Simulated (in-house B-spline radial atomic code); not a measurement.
The numbers below are computed, except where a source is named.
**Two electrons in InAs: a Gaussian well −V exp(−r²/w²) with V = 15.8 meV and w = 63.8 nm**

For InAs the NSM archive of the Ioffe Institute lists m* = 0.023 m0 and ε = 15.15. In so narrow a gap the band flattens within tens of meV, so real spacings are smaller, by up to some tenths.

Effective-mass model with parabolic bands, a uniform dielectric constant, no image charges, no central-cell or spin-orbit terms. Two-electron levels come from full CI in B-splines with partial waves to l = 5 (up to 0.001 effective hartree above the limit).

(1) What are the effective units, and what is the potential in them?

In these units the lowest s and p orbitals lie at -3.2987 and -1.8512, and their Coulomb and exchange integrals are J_ss = 0.9736, J_sp = 0.7715 and K_sp = 0.1459. Full CI gives -5.6983 for the ground singlet, -4.5443 for the sp triplet, -4.3098 for the sp singlet and -3.6301 for the lowest triplet of two s orbitals.

(2) What does it cost to add the second electron, to first order and exactly?

(3) How far above the singlet do the triplets lie?

Answers

(1) Ha* = 27211.386 meV × 0.023/15.15² = 2.727 meV and a* = 0.0529177 nm × 15.15/0.023 = 34.86 nm. V = 5.8 Ha* and w = 1.83 a*.

(2) To first order E = 2ε_s + J_ss = -5.6239, so the charging energy E(2) − 2E(1) is J_ss = 2.655 meV. CI gives -5.6983 − 2 × (-3.2987) = 0.8992, or 2.452 meV: relaxation and correlation lower it by 0.2028 meV, 7.6 % of J_ss. The s² configuration of one-electron orbitals holds 97.9 % of the state, and the mean radius is 34.7 nm. The second electron is bound by ε_s − E = 6.543 meV, against 8.995 meV for the first.

(3) To first order the sp triplet lies at ε_s + ε_p + J_sp − K_sp = -4.5244, which is 2.998 meV above 2ε_s + J_ss. CI gives -4.5443 − (-5.6983) = 1.1540, or 3.147 meV, 80 % of the orbital spacing of 3.947 meV. The ss triplet lies 5.64 meV up, so the lower of the two is the sp one, and its gap equals k_BT at 36.5 K. The sp singlet-triplet splitting is 0.6396 meV, against 2K_sp = 0.7958 meV.
